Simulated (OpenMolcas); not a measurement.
3d6 along the 24-electron sequence

```yaml
Program: OpenMolcas 26.06
Method: SS-CASPT2, IPEA 0.25 Eh, imaginary shift 0.1 Eh
Basis: ANO-R3
Scalar_Hamiltonian: X2C, finite nucleus
Spin-orbit_coupling: RASSI with atomic mean-field integrals over the reference wave functions, term energies averaged over their components
```

Active space for each ion: 6 electrons in 5 orbitals (3d); closed shells correlated by CASPT2: 3s 3p.

Computed levels in cm-1 above 5D4:

```csv
Level,Fe2+,Co3+,Ni4+,Cu5+
5D3,438,626,860,1147
5D2,745,1059,1445,1911
5D1,942,1337,1818,2400
5D0,1039,1472,2000,2630
3P2(1),18780,22560,26000,29210
3H6,19760,23680,27310,30760
3H5,19980,23980,27700,31250
3P1(1),20060,24390,28510,32560
3H4,20130,24180,27930,31460
weight of 5D in the lowest level (%),100,100,100,100
```

Measured, with the error of the calculation in %. Measured levels: Fe2+ from Corliss and Sugar, J. Phys. Chem. Ref. Data 11, 135 (1982); Co3+ from Sugar and Corliss, J. Phys. Chem. Ref. Data 10, 1097 (1981); Ni4+ from Corliss and Sugar, J. Phys. Chem. Ref. Data 10, 197 (1981); Cu5+ from Sugar and Musgrove, J. Phys. Chem. Ref. Data 19, 527 (1990).

```tsv
Level	Fe2+	Co3+	Ni4+	Cu5+
5D3	436 (+0.4)	639 (-2.0)	890 (-3.4)	1196 (-4.1)
5D2	739 (+0.8)	1078 (-1.7)	1490 (-3.0)	1987 (-3.8)
5D1	932 (+1.1)		1872 (-2.9)	2490 (-3.7)
5D0	1027 (+1.2)	1494 (-1.4)	2058 (-2.8)	2733 (-3.6)
3P2(1)	19405 (-3.2)	22883 (-1.4)	26153 (-0.6)	29285 (-0.2)
3H6	20051 (-1.5)	23680 (0)	27111 (+0.7)	30418 (+1.1)
3H5	20301 (-1.6)	24032 (-0.2)	27578 (+0.4)	31009 (+0.8)
3P1(1)	20688 (-3.0)	24729 (-1.4)	28698 (-0.7)	32685 (-0.4)
3H4	20482 (-1.7)	24272 (-0.4)	27859 (+0.2)	31288 (+0.5)
```

The fine-structure level 5D0 changes by a factor of 2.53 from Fe2+ to Cu5+. Its fourth root runs 5.68, 6.19, 6.69, 7.16, with steps per unit of Z of 0.52, 0.49, 0.47; equal steps would mean a (Z - σ)^4 law with constant σ.

3P2(1) changes by a factor of 1.56 over the same range, with steps per unit of Z of +3780, +3440, +3210 cm-1.

Term energies are means over components that CASPT2 splits; among the terms shown or strongly mixed into the levels shown the widest spread is 150 cm-1 (3d6 3F(1), Fe2+). Computed and measured levels are paired by configuration, term and J; levels that our copy of the source lacks, or whose pairing is in doubt (as where it misses far off the trend of its configuration), stay unpaired and out of the deviations. Levels of configurations outside the active space are missing.

A number in round brackets counts repeated terms of one configuration in the order of the reference energies.
